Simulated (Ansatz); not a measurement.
Problem. Name a neutral molecule of B, F, Ge, N and H with HOMO energy (PBE/def2-TZVPP) between -6.30 and -6.00 eV and ideal-gas entropy at 298 K and 1 bar (rigid rotor, harmonic PBE0-D4/def2-TZVP) between 291 and 307 J/(mol·K) (Ansatz, PBE0-D4/def2-TZVP geometry).

Solution. `[F][GeH]1[BH][NH]1` (-6.24 eV, 305 J/(mol·K)); `F[B]1[NH][GeH2]1` (-6.24 eV, 303 J/(mol·K)). Other molecules can fit too; these were computed, each in one conformer that needn't be the lowest.
